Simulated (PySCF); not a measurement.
Molfile (atoms numbered from 1):
```
C6H14Si
     RDKit          3D

 21 21  0  0  0  0  0  0  0  0999 V2000
   -2.2635    0.3830    1.3152 C   0  0  0  0  0  0  0  0  0  0  0  0
   -1.2891    0.3762    0.1428 C   0  0  2  0  0  0  0  0  0  0  0  0
   -0.9382   -1.0445   -0.3036 C   0  0  0  0  0  0  0  0  0  0  0  0
    0.1373   -0.9618   -1.3887 C   0  0  0  0  0  0  0  0  0  0  0  0
    1.2769    0.4577   -0.8127 Si  0  0  2  0  0  4  0  0  0  0  0  0
    2.9034   -0.1449   -0.0373 C   0  0  0  0  0  0  0  0  0  0  0  0
    0.0247    1.0919    0.4788 C   0  0  0  0  0  0  0  0  0  0  0  0
   -1.8313   -0.1355    2.1697 H   0  0  0  0  0  0  0  0  0  0  0  0
   -3.1929   -0.1161    1.0464 H   0  0  0  0  0  0  0  0  0  0  0  0
   -2.4961    1.4032    1.6143 H   0  0  0  0  0  0  0  0  0  0  0  0
   -1.7553    0.8912   -0.7049 H   0  0  0  0  0  0  0  0  0  0  0  0
   -0.5484   -1.5954    0.5558 H   0  0  0  0  0  0  0  0  0  0  0  0
   -1.8266   -1.5708   -0.6598 H   0  0  0  0  0  0  0  0  0  0  0  0
    0.6315   -1.9230   -1.5180 H   0  0  0  0  0  0  0  0  0  0  0  0
   -0.3282   -0.7151   -2.3431 H   0  0  0  0  0  0  0  0  0  0  0  0
    1.5446    1.4328   -1.8824 H   0  0  0  0  0  0  0  0  0  0  0  0
    3.4547    0.6814    0.4001 H   0  0  0  0  0  0  0  0  0  0  0  0
    2.7280   -0.8771    0.7459 H   0  0  0  0  0  0  0  0  0  0  0  0
    3.5423   -0.6060   -0.7838 H   0  0  0  0  0  0  0  0  0  0  0  0
   -0.1165    2.1711    0.4758 H   0  0  0  0  0  0  0  0  0  0  0  0
    0.3338    0.8186    1.4892 H   0  0  0  0  0  0  0  0  0  0  0  0
  1  2  1  0
  2  3  1  0
  3  4  1  0
  4  5  1  0
  5  6  1  0
  5  7  1  0
  7  2  1  0
  1  8  1  0
  1  9  1  0
  1 10  1  0
  2 11  1  6
  3 12  1  0
  3 13  1  0
  4 14  1  0
  4 15  1  0
  5 16  1  6
  6 17  1  0
  6 18  1  0
  6 19  1  0
  7 20  1  0
  7 21  1  0
M  END
```

Geometry: GFN2-xTB; GIAO absolute shieldings from PySCF 2.14.0 with density-fitted response routines, gas phase, non-relativistic, averaged over equivalent atoms.

At LC-wPBE/ANO-RCC-VDZP (172 basis functions, 110 s wall time on 1 thread of an AMD EPYC 9R45 96-Core, shared host):
| atoms | σ (ppm) |
| --- | --- |
| C2 | 158.6 |
| C3 | 159.1 |
| C1 | 171.4 |
| C7 | 174.1 |
| C4 | 182.9 |
| C6 | 198.2 |
| Si5 | 401.1 |
| H16 | 27.34 |
| H13 | 29.98 |
| H11 | 30.31 |
| H20 | 30.69 |
| H8/H9/H10 | 30.80 |
| H12 | 30.91 |
| H14 | 31.03 |
| H15 | 31.06 |
| H17/H18/H19 | 31.73 |
| H21 | 31.73 |

Question: Predict the values at PBE0/pcSseg-1 on the same geometry.

Answer: 
```
      atoms  σ at PBE0/pcSseg-1  change
         C2               146.2   -12.4
         C3               147.3   -11.8
         C1               161.1   -10.3
         C7               163.8   -10.3
         C4               172.6   -10.3
         C6               190.6    -7.6
        Si5               351.2   -49.9
        H16               27.13   -0.21
        H13               29.76   -0.22
        H11               30.27   -0.04
        H20               30.60   -0.09
  H8/H9/H10               30.56   -0.24
        H12               30.86   -0.05
        H14               30.90   -0.13
        H15               30.87   -0.19
H17/H18/H19               31.59   -0.14
        H21               31.68   -0.05
```

The largest change is at Si5 (silicon bonded to 3 C, H, in a 5-membered ring). Cost: 196 basis functions, 20 s wall time on 1 thread of an AMD EPYC 9R45 96-Core, shared host. The order of the carbon signals is the same at both levels.
